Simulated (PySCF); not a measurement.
# Excitation energy of Ti by level of theory

Ti [Ar] 3d2 4s2 (3F) → Ti [Ar] 3d4 (5D), as a difference of total energies. Computed with PySCF 2.14 in aug-cc-pwCVQZ (11s10p8d5f4g3h, 185 functions), with no relativity, point nucleus. Correlated levels: valence: [Ar] frozen; valence and next inner shell: [Ne] frozen; nothing frozen. The calculations carry no spin-orbit coupling.

```json
{"method": "UHF", "excitation energy (eV)": "4.365"}
{"method": "LDA", "excitation energy (eV)": "1.916"}
{"method": "PBE", "excitation energy (eV)": "2.060"}
{"method": "PBE0", "excitation energy (eV)": "2.574"}
{"method": "r2SCAN", "excitation energy (eV)": "2.337"}
{"method": "MP2 (valence)", "excitation energy (eV)": "3.792"}
{"method": "SCS-MP2 (valence)", "excitation energy (eV)": "4.915"}
{"method": "MP2 (valence and next inner shell)", "excitation energy (eV)": "2.903"}
{"method": "SCS-MP2 (valence and next inner shell)", "excitation energy (eV)": "4.080"}
{"method": "MP2 (all electrons)", "excitation energy (eV)": "2.888"}
{"method": "SCS-MP2 (all electrons)", "excitation energy (eV)": "4.071"}
```

Problem. How much does correlation contribute at MP2 (all electrons)?

Solution. 2.888 − (4.365) = -1.477 eV, measured against UHF.

A first-order spin-orbit estimate (lowest level to lowest level, LS coupling) adds 0.017 eV.
